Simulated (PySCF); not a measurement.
**Frontier orbitals and the lowest excitations**

Species: C₆H₄BClF₂.
Structure used (PBE0-D3(BJ)/def2-SVP), in Å, numbered top down from 1:
```
atom  x, y, z in Å
F1     3.416    1.106   -0.585
B2     3.146   -0.147   -0.922
F3     4.182   -0.937   -1.106
C4     1.660   -0.578   -1.081
C5     0.681    0.418   -0.901
C6    -0.676    0.151   -1.028
C7    -1.091   -1.143   -1.341
C8    -0.154   -2.156   -1.523
C9     1.206   -1.872   -1.395
Cl10   2.311   -3.184   -1.632
H11    1.013    1.429   -0.656
H12   -1.410    0.946   -0.883
H13   -2.154   -1.372   -1.444
H14   -0.465   -3.173   -1.766
```

The calculation used PySCF 2.14.0, density-fitted response routines, TDDFT CAM-B3LYP/def2-SVPD, vertical, gas phase, core orbitals frozen in the response.

Frontier orbitals with the atoms that hold most of them (Löwdin shares over 4%, at most four atoms; ? is withheld):

```tsv
orbital	ε (eV)	atoms
LUMO+2	0.95	B2 47%, F1 6%, C5 6%, Cl10 6%
LUMO+1	0.16	C5 19%, C8 18%, C9 18%, C6 17%
LUMO	?	?
HOMO	-8.70	Cl10 25%, C6 19%, C9 18%, C8 11%
HOMO-1	-9.36	?
HOMO-2	-10.45	Cl10 74%, C9 9%, C8 4%
HOMO-3	-11.33	Cl10 48%, C6 14%, C9 10%, C5 9%
```

(1) Which atoms hold the HOMO-1, and with what shares?

(2) Give the leading atoms of the LUMO.

(3) What is the LUMO energy, and the HOMO–LUMO gap?

## Answers

(1) C4 (bonded to B and 2 C) 23%; C7 (bonded to 2 C and H) 20%; C8 (bonded to 2 C and H) 18%; C5 (bonded to 2 C and H) 16%.

(2) C4 (bonded to B and 2 C) 17%; C7 (bonded to 2 C and H) 17%; B2 (bonded to C and 2 F) 15%; C9 (bonded to 2 C and Cl) 12%. By element: carbon 46% or more, boron 15%.

(3) ε(LUMO) = -0.77 eV; the gap is 7.93 eV (0.2915 hartree).

**Question.** The HOMO–LUMO gap is 7.93 eV. Where does the response calculation put the lowest singlet, and from which orbitals?

**Answer.** S1 is at 4.86 eV (f = 0.047), 3.08 eV below the gap, made of HOMO→LUMO (80%), HOMO-1→LUMO+1 (12%). 

**Question.** Give energy, strength and leading configuration of S1, S4 and S5, and follow the Löwdin shares of the leading atoms from the occupied to the empty orbital.

**Answer.** 
- S1 (4.86 eV, f 0.047), HOMO→LUMO (80%): Cl10 25% → at most 12%, C6 19% → at most 12%, C4 at most 12% → 17%, C7 at most 12% → 17%
- S4 (6.46 eV, f 0.0015), HOMO-2→LUMO (88%): Cl10 74% → at most 12%, C9 9% → 12%, C4 at most 4% → 17%, C7 at most 4% → 17%
- S5 (6.65 eV, f 0.278), HOMO-1→LUMO+1 (77%): C4 23% → at most 17%, C7 20% → at most 17%, C5 16% → 19%, C8 18% → 18%
